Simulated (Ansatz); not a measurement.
The first iterations of a band of ClGeH3 + H2O (8 atoms, charge 0, multiplicity 1).

Theory: Ansatz 0.2.0, RHF/def2-SVP.

```yaml
movable_images: 7
climbing_image: yes
spring: 5.0 eV/Å²
optimiser: lbfgs
start_path: through a guess of the saddle point
force_threshold: 0.05 eV/Å
iteration_limit: 60
end_points: relaxed
```

Initial state:

```xyz
8
Properties=species:S:1:pos:R:3
Ge 0.455 0.041 -0.111
Cl 0.384 -0.121 2.071
H 1.941 0.074 -0.467
H -0.238 1.337 -0.500
H -0.211 -1.203 -0.683
O -2.755 0.002 0.804
H -3.128 -0.867 0.822
H -2.326 0.107 1.642
```

Final state:

```xyz
8
Properties=species:S:1:pos:R:3
Ge -0.240 -0.019 -0.696
Cl -0.936 -0.080 3.820
H 1.104 0.062 0.016
H -0.546 1.258 -1.484
H -0.328 -1.243 -1.612
O -1.437 -0.192 0.614
H -2.345 -0.279 0.366
H -1.150 -0.135 2.555
```

| iteration | highest image above the first end (eV) | largest band force component (eV/Å) |
| --- | --- | --- |
| 1 | 3.943 | 5.012 |
| 2 | 3.458 | 2.930 |
| 3 | 3.096 | 2.825 |
| 4 | 2.503 | 4.368 |
| 5 | 2.419 | 3.307 |
| 6 | 2.396 | 1.422 |
| 7 | 2.337 | 1.310 |
| 8 | 2.252 | 1.885 |
| 9 | 2.215 | 1.757 |
| 10 | 2.198 | 0.955 |
| 11 | 2.108 | 1.454 |
| 12 | 2.080 | 1.286 |
| 13 | 2.064 | 0.856 |
| 14 | 1.920 | 1.587 |
| 15 | 1.893 | 1.455 |
| 16 | 1.884 | 0.593 |
| 17 | 1.858 | 0.712 |
| 18 | 1.844 | 0.548 |
| 19 | 1.824 | 0.701 |
| 20 | 1.812 | 0.898 |

Task: Does the band converge within its limit, and where does its top end?

Result: It did not converge within its limit. It ended after 60 iterations with the highest image 1.663 eV above the first end. The band didn't meet its force threshold, so its energies are provisional: the largest band force was still 0.22 eV/Å, and over the last iterations the top stayed at 1.66 eV. The orbitals stay closed-shell, which can raise the energy where a bond breaks towards radicals; this wasn't checked here.

Time of the run: 11 min on 1 thread of Arm Neoverse V1, on a shared host, peak memory 0.17 GiB.
